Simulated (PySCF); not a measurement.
Al(Cl)(Me)(vinyl) (C3H6AlCl), SMILES [CH]([Al]([Cl])[CH3])=C.

The structure is a stationary point at B3LYP-D3(BJ)/def2-SVP. The structure was generated by enumeration; whether it is a known compound was not checked. One conformer was computed; it need not be the lowest.

All values below come from TDA-PBE/def2-SVPD (PySCF 2.14.0).

Vertical excitations. The molecule is in vacuum. State labels are in the subgroup Cs.

Q: Give excitation energies, oscillator strengths and character. (Estimate from the structure and the level; the computed values follow.)

A: 
```
state  symmetry  energy (eV)  λ (nm)      f                                                                main pairs
-----  --------  -----------  ------  -----  ------------------------------------------------------------------------
S1           A"         4.58     271  0.000                                                            HOMO→LUMO 99 %
S2           A"         5.52     225  0.000                                                          HOMO−2→LUMO 91 %
S3           A'         5.74     216  0.095                                        HOMO−3→LUMO 75 %, HOMO−1→LUMO 19 %
S4           A"         5.77     215  0.003                                                          HOMO−4→LUMO 89 %
S5           A'         5.99     207  0.025  HOMO→LUMO+1 41 %, HOMO−1→LUMO 26 %, HOMO−1→LUMO+2 17 %, HOMO−3→LUMO 13 %
S6           A'         6.08     204  0.214                                        HOMO→LUMO+1 54 %, HOMO−1→LUMO 27 %
S7           A"         6.23     199  0.014                                                       HOMO−1→LUMO+1 100 %
S8           A"         6.43     193  0.000                                                          HOMO→LUMO+2 96 %
S9           A'         6.88     180  0.016                                                        HOMO−2→LUMO+1 96 %
S10          A"         6.97     178  0.049                                                        HOMO−3→LUMO+1 96 %
T1           A'         4.05     306      0                                                          HOMO−1→LUMO 93 %
T2           A"         4.25     292      0                                                            HOMO→LUMO 99 %
T3           A"         5.30     234      0                                        HOMO−2→LUMO 84 %, HOMO−4→LUMO 14 %
T4           A'         5.39     230      0                                                          HOMO−3→LUMO 98 %
```
Triplets are in the Tamm–Dancoff approximation.
